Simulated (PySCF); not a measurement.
B: excitation energy

B [He] 2s2 2p1 (2P) → B [He] 2s2 3d1 (2D), as a difference of total energies. All numbers are calculated (PySCF 2.14, the non-relativistic Hamiltonian (point nucleus), in aug-cc-pwCVQZ). Correlated levels: valence: 1s2 frozen; valence and next inner shell: nothing frozen. The calculations carry no spin-orbit coupling.

```tsv
method	excitation energy (cm⁻¹)	error (cm⁻¹)
UHF	59455	+4697
LDA	59142	+4384
PBE	58151	+3393
PBE0	59174	+4416
r2SCAN	60965	+6207
M06-L	59131	+4373
TPSSh	60054	+5296
M06	57386	+2628
MP2 (valence)	60299	+5541
SCS-MP2 (valence)	60207	+5449
MP2 (valence and next inner shell)	60525	+5767
SCS-MP2 (valence and next inner shell)	60363	+5606
```

Reference: 54758 cm⁻¹ (measured; NIST levels, between the centres of gravity of the two terms).

Errors of the correlated levels include the incompleteness of this basis and the frozen core.

The promoted electron is Rydberg-like, and one or two diffuse shells describe it only roughly, which tends to raise the upper state.

In the upper state the promoted electron has a positive orbital energy at LDA, PBE, r2SCAN, M06-L, so the basis confines it.
